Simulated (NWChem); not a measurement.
Species: GeNH$_{4}$OCl; SMILES [OH][Ge@H]([Cl])[NH2]

```xyz
8

N      1.2745    -1.3411    -0.4868
Ge     0.0002    -0.3408     0.2978
O     -1.5193    -0.8800    -0.4185
Cl     0.1067     1.7962    -0.1424
H      2.2240    -1.2199    -0.1484
H      1.2593    -1.3569    -1.5025
H      0.0694    -0.4746     1.8208
H     -2.1425    -0.1520    -0.5226
```
Atoms are numbered in this order, from 1.

Results from NWChem. Pople sets run with spherical d functions. Structure relaxed at the PBE0/def2-SVP level.

Taking TPSS/6-311G** as the yardstick, which of these has the fewest basis functions while keeping “highest occupied level (eV)” within 0.05 eV of it: TPSS/6-31G*; TPSS/STO-3G; TPSS/3-21G?

none of them.
```json
[
 {"level": "TPSS/STO-3G", "basis functions": "41", "highest occupied level (eV)": "-2.52", "relative time (rough)": "1"},
 {"level": "TPSS/3-21G", "basis functions": "61", "highest occupied level (eV)": "-6.19", "relative time (rough)": "1"},
 {"level": "TPSS/6-31G*", "basis functions": "86", "highest occupied level (eV)": "-6.43", "relative time (rough)": "4"},
 {"level": "TPSS/6-311G**", "basis functions": "130", "highest occupied level (eV)": "-6.62", "relative time (rough)": "5"}
]
```

The yardstick is one finite set, not the basis-set limit.
